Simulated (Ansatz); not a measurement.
Reaction: SnH2F2 (SMILES [F][SnH2][F]) → SnH2F (SMILES [F][SnH2], doublet) + F (doublet) (the F-Sn bond breaks)
Each species at its own B3LYP-D3(BJ)/def2-TZVP minimum (Ansatz, a quantum-chemistry and plane-wave program).

Total energies in hartree (Ansatz). Radicals and triplets start from unrestricted determinants; spin-orbit coupling is neglected. Cores are frozen in correlated methods (noble-gas shells, and filled d and f shells in the p block). Past Kr the def2 sets carry scalar-relativistic core potentials. Spin-orbit terms, left out, reach several kcal/mol for Br and I, and more for heavier atoms.

```csv
species,HF/def2-TZVPP,CCSD(T)/def2-TZVPP,HF/def2-QZVPP,CCSD(T)/def2-QZVPP,CCSD(T)/def2-SVP,CCSDT(Q)/def2-SVP
1: SnH2F2 (SMILES [SnH2]([F])[F]),-413.53190,-414.18090,-413.54528,-414.25179,-413.74545,-413.74728
"2: SnH2F (SMILES [SnH2][F], doublet)",-313.99079,-314.36595,-313.99838,-314.40500,-314.13403,-314.13535
3: F (doublet),-99.41180,-99.62506,-99.41589,-99.65118,-99.43472,-99.43491
```

Work out the bond dissociation energy (electronic) in kcal/mol: take Hartree-Fock from def2-QZVPP, extrapolate the CCSD(T) correlation energy as X^-3 (X = 3, 4), and add CCSDT(Q) - CCSD(T) in def2-SVP. 1 hartree = 627.51 kcal/mol.


Species 1: correlation (64·(-0.70651) - 27·(-0.64900))/37 = -0.74848; step -0.00183; E1 = -413.54528 + (-0.74848) + (-0.00183) = -414.29559
Species 2: correlation (64·(-0.40662) - 27·(-0.37516))/37 = -0.42958; step -0.00132; E2 = -313.99838 + (-0.42958) + (-0.00132) = -314.42928
Species 3: correlation (64·(-0.23529) - 27·(-0.21326))/37 = -0.25137; step -0.00019; E3 = -99.41589 + (-0.25137) + (-0.00019) = -99.66745
-1·E1 +1·E2 +1·E3 = 0.19886 hartree = 124.8 kcal/mol.
